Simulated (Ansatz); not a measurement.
Reaction (ligand exchange at a W–N bond): `C[N](C)[W]([CH3])(=[S])=[S]` + H–F → `[CH3][W]([F])(=[S])=[S]` + `CNC`

Isolated molecules relaxed with PBE0-D4/def2-TZVP in Ansatz; ΔE leaves out vibrations. CBS: MP2 limit from def2 TZ/QZ plus the TZ coupled-cluster correction, frozen cores. This one scheme is used for every species. DFT in def2-TZVPP. HSE06 is defined as in plane-wave codes. Elements past krypton have def2 core potentials. For W outer-core shells are correlated without core-valence functions, which leaves a few kJ/mol of doubt a bond. One conformer a species, not always the lowest.

```
          level  ΔE (kcal/mol)  difference from CCSD(T)/CBS
    LDA (SPW92)           -3.1                         -3.3
      revPBE-D4           -3.3                         -3.5
     r2SCANh-D4           -5.4                         -5.6
       HSE06-D4           -3.3                         -3.5
       BHLYP-D4           -4.2                         -4.4
        ωB97M-V           -5.4                         -5.6
           BLYP          -11.2                        -11.4
           PBE0           -6.5                         -6.7
        r2SCANh           -6.6                         -6.8
          BHLYP           -9.1                         -9.3
        LC-ωPBE           -8.7                         -8.9
    HF/def2-SVP          -11.0                        -11.2
  HF/def2-TZVPP          -11.3                        -11.5
 MP2/def2-TZVPP            5.2                          5.0
CCSD/def2-TZVPP           -1.4                         -1.6
   HF/CBS(def2)          -11.5                        -11.7
    CCSD(T)/CBS            0.2                            0
```

**Question.** What do rigid-rotor, harmonic-oscillator terms from PBE0-D4/def2-TZVP frequencies (298.15 K, 1 bar) make of the CCSD(T)/CBS value? (Best estimate.)

**Answer.** Computed: ΔZPE = +1.7 kcal/mol, ΔH = +0.9 kcal/mol, ΔS = 25 J/(mol·K), ΔG = -0.9 kcal/mol.

Largest T1 diagnostic among the species: 0.022, so the coupled-cluster value is less sure than usual.

From r2SCAN to r2SCAN0 (25 % exact exchange), in def2-TZVPP and without D4, ΔE moves by +1.1 kcal/mol. At CCSD(T), def2-SVP lies −1.5 kcal/mol from the extrapolated value and def2-TZVPP +0.3 kcal/mol. Leaving LDA and LC-ωPBE aside and taking each functional with its dispersion term where it has one, the values, not all of them listed here, spread over 6.5 kcal/mol, from B97M-V to PBE-QIDH. LDA lies +4.7 kcal/mol from PBE without D4.
